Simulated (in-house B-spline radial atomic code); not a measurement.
A fraction x of an electron is removed from 5p in Sm, starting from [Xe] 4f6 6s2 and keeping the highest spin. Level of theory: scalar-relativistic (X2C) B3LYP, spin-polarised, spherical fractional occupations, Fermi nucleus of rms radius 5.0819 fm; calculated with a B-spline radial code for spherical atoms.

Caution: exact exchange at fractional occupations of open shells leaves self-interaction of up to several eV.

```json
{"x": "0", "E(x) - E(0) (eV)": "0.0000", "5p down level (eV)": "-23.260"}
{"x": "0.09", "E(x) - E(0) (eV)": "2.1266", "5p down level (eV)": "-24.001"}
{"x": "0.23", "E(x) - E(0) (eV)": "5.5691", "5p down level (eV)": "-25.182"}
{"x": "0.34", "E(x) - E(0) (eV)": "8.3912", "5p down level (eV)": "-26.134"}
{"x": "0.39", "E(x) - E(0) (eV)": "9.7089", "5p down level (eV)": "-26.572"}
{"x": "0.5", "E(x) - E(0) (eV)": "?", "5p down level (eV)": "?"}
{"x": "0.59", "E(x) - E(0) (eV)": "15.2013", "5p down level (eV)": "-28.361"}
{"x": "0.69", "E(x) - E(0) (eV)": "18.0830", "5p down level (eV)": "-29.275"}
{"x": "0.84", "E(x) - E(0) (eV)": "22.5785", "5p down level (eV)": "-30.669"}
{"x": "0.89", "E(x) - E(0) (eV)": "?", "5p down level (eV)": "?"}
{"x": "1", "E(x) - E(0) (eV)": "27.6062", "5p down level (eV)": "-32.182"}
```

(1) What belongs in the row x = 0.5?

(2) What belongs in the row x = 0.89?

(3) Check Janak's theorem between x = 0.09 and 0.23.

Answers

(1) An energy change of 12.6854 eV; 5p down at -27.549 eV.

(2) An energy change of 24.1237 eV; 5p down at -31.139 eV.

(3) The slope of the energy is 24.59 eV; the orbital levels give 24.59 eV (-ε of the emptying orbital, averaged over the two points).
